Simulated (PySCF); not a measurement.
## Continuum solvent and chemical shifts

Mapped SMILES: `[CH:1]1=[C:2]([CH:3]2[CH2:4][CH2:5][CH2:6][CH2:7]2)[S:8][CH2:9][CH2:10]1`. Each H is labelled by its parent atom. Ha(C4), Ha(C5), Ha(C6), Ha(C7) are cis to C2 on the ring; Hb(C4), Hb(C5), Hb(C6), Hb(C7) are trans to C2 on the ring.

GIAO PBE0/pcSseg-1 in PySCF on one PBE0-D3(BJ)/def2-SVP conformer, non-relativistic, equivalent nuclei averaged. Solvents enter as an IEF-PCM continuum (benzene with ε = 2.3, tetrahydrofuran with ε = 7.4) around the gas-phase geometry. Shifts are referred to TMS, CS2 computed in the same medium.

In benzene, δ in ppm: C2 161.1, C1 122.2, C3 45.9, C9 38.2, C10 38.1, C4/C7 35.1, C5/C6 29.3, S8 28.0, H(C1) 5.53, H(C9) 3.07, H(C3) 2.69, H(C10) 2.64, Ha(C5)/Ha(C6) 1.59, Hb(C4)/Hb(C7) 1.58. Dipole moment 1.54 D.

Q: How does each δ change in the more polar medium?

A: 
```tsv
atoms	environment	Δδ, tetrahydrofuran
C2	fully substituted alkene carbon	-0.4
C1	alkene CH	+1.8
C3	allylic sp3 CH	+0.1
C9	sp3 CH2 bonded to S	+0.4
C10	allylic sp3 CH2	+0.4
C4/C7	sp3 CH2 in a ring	+0.3
C5/C6	sp3 CH2 in a ring	+0.2
S8	sulfide sulfur	-7.0
H(C1)	hydrogen on an alkene CH	+0.12
H(C9)	hydrogen on an sp3 CH2 bonded to S	+0.06
H(C3)	hydrogen on an allylic sp3 CH	+0.08
H(C10)	hydrogen on an allylic sp3 CH2	+0.05
Ha(C5)/Ha(C6)	hydrogen on an sp3 CH2 in a ring	0.00
Hb(C4)/Hb(C7)	hydrogen on an sp3 CH2 in a ring	+0.02
```

Changes are relative to benzene. The dipole moment becomes 1.79 D in tetrahydrofuran.

Q: Which nuclei move most (in ppm), and what does the model miss?

A: S8 (sulfide sulfur, -7.0 ppm) in tetrahydrofuran. A continuum only polarises the solute; specific hydrogen bonds, the anisotropy of aromatic solvents and changes of geometry or conformer are outside it.
